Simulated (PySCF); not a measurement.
**Excitation energy of Si by level of theory**

Si [Ne] 3s2 3p2 (3P) → Si [Ne] 3s1 3p3 (5S), as a difference of total energies. All numbers are calculated (PySCF 2.14, scalar relativity by spin-free X2C-1e, in x2c-TZVPPall with one added diffuse shell each of s, p, d type (6s6p4d1f, 51 functions)). Correlated levels: valence and next inner shell: 1s2 frozen. The calculations carry no spin-orbit coupling.

```json
{"method": "UHF", "excitation energy (cm⁻¹)": "21494"}
{"method": "MP2 (valence and next inner shell)", "excitation energy (cm⁻¹)": "30379"}
{"method": "SCS-MP2 (valence and next inner shell)", "excitation energy (cm⁻¹)": "33807"}
{"method": "CCSD (valence and next inner shell)", "excitation energy (cm⁻¹)": "32010"}
{"method": "CCSD(T) (valence and next inner shell)", "excitation energy (cm⁻¹)": "32577"}
```

A first-order spin-orbit estimate (lowest level to lowest level, LS coupling) adds 0.016 eV.
